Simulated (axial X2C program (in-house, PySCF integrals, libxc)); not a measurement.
Potential curves of BBr⁺, two-component

All values were computed with an in-house all-electron X2C program for linear molecules (integrals from PySCF). Two-component (2c) means X2C with spin–orbit coupling and atomic mean-field two-electron Coulomb and Gaunt terms. Basis: Br dyall-cv3z [8s9p6d4f1g], B dyall-v3z [7s6p2d1f] (cores contracted in-house); Gaussian nuclei, density fitting, unrestricted open shells. Masses: Br 78.918 u, B 11.009 u.

State: Ω = 1/2 (⟨Sz⟩ = 0.50, ⟨Lz⟩ = 0.00 at PBEsol). Energies in cm⁻¹ from the fragments at the same level (Br + B+). Fits are polynomials in 1 − R0/R over 0.85 to 1.23 times the lowest point R0.

```json
{"R (Å)": "1.5225", "PBEsol": "-23451"}
{"R (Å)": "1.5925", "PBEsol": "-29095"}
{"R (Å)": "1.6450", "PBEsol": "-31568"}
{"R (Å)": "1.6975", "PBEsol": "-32889"}
{"R (Å)": "1.7500", "PBEsol": "-33312"}
{"R (Å)": "1.8112", "PBEsol": "-32941"}
{"R (Å)": "1.8725", "PBEsol": "-31884"}
{"R (Å)": "1.9512", "PBEsol": "-29839"}
{"R (Å)": "2.0475", "PBEsol": "-26719"}
{"R (Å)": "2.1875", "PBEsol": "-21773"}
```

One determinant describes the state; a PBE0 search over occupations chose it and may have missed a lower one. Dissociation energies refer to the lowest single-determinant-based atoms at the same level and basis. Density functionals use the spin component along the axis (collinear). The functionals have no current-density term, which raises determinants with orbital currents, atoms included.

Task: What are Re, ωe and De at the PBEsol level?

Result: At PBEsol, 2c: Re = 1.753 Å, ωe ≈ 926 cm⁻¹, De = 4.13 eV to Br + B+; Be follows as 0.567 cm⁻¹.
